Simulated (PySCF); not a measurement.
**PbBr: energy against distance**

Set-up: basis Pb cc-pVTZ-PP with ECP60, Br cc-pVTZ-PP with ECP10; scalar-relativistic core potentials; PySCF 2.14. Energies in eV from Pb + Br in their ground configurations at the same level. State: ²Π (doublet), unpaired electrons π ↑.

All columns are PBE0. A positive dipole means Pb(−)Br(+).

```
R (Å)  E (eV)  μ (D)  Mulliken charge on Pb (basis-dependent)  HOMO (eV)  LUMO (eV)  Mayer bond order  ⟨S²⟩
2.247  -2.367  -1.11                                     0.12      -4.29      -2.61              1.32  0.75
2.352  -2.951  -1.78                                     0.21      -4.45      -2.76              1.23  0.75
2.456  -3.264  -2.44                                     0.28      -4.61      -2.91              1.14  0.75
2.535  -3.372  -2.93                                     0.32      -4.72      -3.02              1.09  0.75
2.613  -3.402  -3.41                                     0.36      -4.84      -3.12              1.04  0.75
2.691  -3.373  -3.89                                     0.39      -4.95      -3.23              1.00  0.75
2.796  -3.270  -4.50                                     0.43      -5.09      -3.37              0.96  0.75
2.927  -3.074  -5.25                                     0.46      -5.27      -3.53              0.91  0.75
3.083  -2.788  -6.10                                     0.49      -5.46      -3.72              0.87  0.75
3.292  -2.377  -7.15                                     0.51      -5.69      -3.94              0.83  0.76
```

A fit through these points gives, at Re = 2.610 Å, μ = -3.39 D and dμ/dR = -6.11 D/Å; the reduced mass is 57.21 u.

Q: How strong is the fundamental in the double-harmonic approximation, I = 42.26·(dμ/dR)²/μred km/mol?

A: I = 42.26·(-6.11)²/57.21 = 27.6 km/mol at PBE0.

These are scalar-relativistic numbers at best; spin–orbit coupling would shift them, the dissociation energy most. The state is the lowest determinant that a PBE0 search found; another state may lie lower at other levels.
